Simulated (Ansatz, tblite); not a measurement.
Cost and result up the ladder for GaGe22H32, a doped nanocrystal cut from the lattice of germanium (Ga on an inner site) (55 atoms). Charge 0, multiplicity 2. Geometry: r2SCAN-D4/def2-SVP.

```xyz
55

Ge    1.6574    1.6680    4.1976
Ge    4.6792   -0.4619   -1.4852
Ge    1.2865   -3.4969   -1.9962
Ge   -1.4689   -0.8934    3.8044
Ge   -1.5669   -3.3639    0.7470
Ge    1.4814   -0.8132    0.9602
Ge    0.9453    3.2333    0.5897
Ge    0.8337    0.4305   -2.3949
Ge   -2.2588    0.5349    0.2271
Ge   -2.2563   -2.0852   -2.8834
Ge   -2.7923    2.3545   -3.2836
Ge    3.8876   -0.4804    0.8059
Ge    0.8872   -0.4784    3.3470
Ge    0.7168    3.5465    2.9872
Ge    0.8215   -3.0781    0.3509
Ge    3.1857    0.8991   -2.8267
Ge    0.1288   -1.7491   -3.2245
Ge   -2.0074   -3.1629    3.1281
Ge   -2.9232    0.6120    2.5699
Ge   -2.8141   -1.7102   -0.5447
Ga    0.1077    1.0356   -0.0441
Ge   -0.3722    2.2866   -3.4933
Ge   -3.5460    2.2061   -0.9820
H     1.2717    1.7296    5.6913
H     3.1961    1.6965    4.1145
H     6.1167    0.0899   -1.5542
H     4.6982   -1.8978   -2.0360
H     0.7355   -4.8795   -2.4058
H     2.7996   -3.4785   -2.2872
H    -1.6732   -0.7260    5.3290
H    -1.9606   -4.7784    0.2562
H     2.4423    3.4079    0.2507
H     0.1995    4.4005   -0.0929
H    -2.5878   -3.5483   -3.2522
H    -3.0709   -1.1731   -3.8208
H    -3.3872    1.2103   -4.1209
H    -3.2536    3.6822   -3.9207
H     4.6033   -1.5855    1.6110
H     4.2249    0.8743    1.4599
H     1.6954   -1.6003    4.0569
H     1.3973    4.8425    3.4749
H    -0.7775    3.6437    3.3493
H     1.6175   -4.0619    1.2426
H     3.4742    0.6968   -4.3297
H     3.4258    2.3851   -2.4950
H     0.4821   -1.8199   -4.7296
H    -1.1493   -4.1830    3.9035
H    -3.4919   -3.4627    3.4213
H    -4.3836    0.1415    2.7414
H    -2.8217    2.0482    3.1199
H    -4.3238   -1.9907   -0.3462
H     0.2344    3.5862   -2.9278
H     0.0171    2.2054   -4.9901
H    -3.2987    3.5763   -0.3175
H    -5.0642    1.9353   -0.9521
```

Ansatz on 11 threads of AMD EPYC 7R13 on a shared host and a whole NVIDIA H100 80GB HBM3; xTB runs through tblite on one thread. Times are rough, summed over both states, and most runs start from the orbitals of an earlier one. PBE0-D4/def2-SVP serves as the yardstick here, not as an exact answer. The other state is a singlet, and no other spin of it was run.

The xTB rows come from tblite. Single mean-field runs in def2-SVP are fitted with def2-universal-jkfit.

Raw xTB energies of ions are shifted by several eV, and xTB has no spin-polarisation term.

| level | functions | wall time |
| --- | --- | --- |
| GFN1-xTB | 271 | 1.6 s |
| GFN2-xTB | 239 | 1.9 s |
| PBE-D4/def2-SVP | 896 | 14 s |
| B97M-V/def2-SVP (with forces) | 896 | 25 s |
| PBE0-D4/def2-SVP (with forces) | 896 | 42 s |

(1) Estimate what each level gives for the vertical IE (eV).

Answers

(1) 
```tsv
level	vertical IE (eV)	difference from PBE0-D4/def2-SVP (eV)
GFN1-xTB	12.46	5.24
GFN2-xTB	10.98	3.76
PBE-D4/def2-SVP	6.83	-0.39
B97M-V/def2-SVP (with forces)	7.07	-0.15
PBE0-D4/def2-SVP (with forces)	7.22	0.00
```
